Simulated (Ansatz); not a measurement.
Gas-phase electronic energies from Ansatz, PBE0-D4/def2-TZVP geometries. CCSD(T)/CBS is the MP2 limit (def2-TZVPP, def2-QZVPP) plus CCSD(T) − MP2 in def2-TZVPP, frozen cores. This one scheme is used for every species. Functionals use def2-TZVPP. B3LYP here is the variant with VWN-RPA as its local correlation; programs differ in this. HSE06 is defined as in plane-wave codes. One conformer a species, not always the lowest.

Consider the cleavage of the B–B bond: `NBBF` + `N[SiH3]` → `FBN[SiH3]` + `BN`.

```json
{"level": "revPBE-D4", "ΔE (kcal/mol)": "-38.0", "difference from CCSD(T)/CBS": "1.6"}
{"level": "B97M-V", "ΔE (kcal/mol)": "-39.7", "difference from CCSD(T)/CBS": "-0.1"}
{"level": "B3LYP-D4", "ΔE (kcal/mol)": "-40.5", "difference from CCSD(T)/CBS": "-0.9"}
{"level": "r2SCAN0-D4", "ΔE (kcal/mol)": "-41.1", "difference from CCSD(T)/CBS": "-1.5"}
{"level": "r2SCAN", "ΔE (kcal/mol)": "-40.5", "difference from CCSD(T)/CBS": "-0.9"}
{"level": "B3LYP", "ΔE (kcal/mol)": "-39.9", "difference from CCSD(T)/CBS": "-0.3"}
{"level": "r2SCANh", "ΔE (kcal/mol)": "-40.7", "difference from CCSD(T)/CBS": "-1.1"}
{"level": "HSE06", "ΔE (kcal/mol)": "-39.0", "difference from CCSD(T)/CBS": "0.6"}
{"level": "CAM-B3LYP", "ΔE (kcal/mol)": "-40.7", "difference from CCSD(T)/CBS": "-1.1"}
{"level": "LC-ωPBE", "ΔE (kcal/mol)": "-38.9", "difference from CCSD(T)/CBS": "0.7"}
{"level": "CCSD(T)/CBS", "ΔE (kcal/mol)": "-39.6", "difference from CCSD(T)/CBS": "0"}
```

Task: What do rigid-rotor, harmonic-oscillator terms from PBE0-D4/def2-TZVP frequencies (298.15 K, 1 bar) make of the CCSD(T)/CBS value? (Best estimate.)

Result: Computed: ΔZPE = +0.2 kcal/mol, ΔH = -39.7 kcal/mol, ΔS = -25 J/(mol·K), ΔG = -38.0 kcal/mol. Modes under 50 cm⁻¹ make the entropy rough.

Largest T1 diagnostic among the species: 0.015.

At CCSD(T), def2-SVP lies −3.5 kcal/mol from the extrapolated value and def2-TZVPP −0.3 kcal/mol. Leaving LDA and LC-ωPBE aside and taking each functional with its dispersion term where it has one, the values, not all of them listed here, spread over 3.7 kcal/mol, from BHLYP-D4 to revPBE-D4. LDA lies −2.4 kcal/mol from PBE without D4. From BLYP to BHLYP (50 % exact exchange), in def2-TZVPP and without D4, ΔE moves by −2.3 kcal/mol.
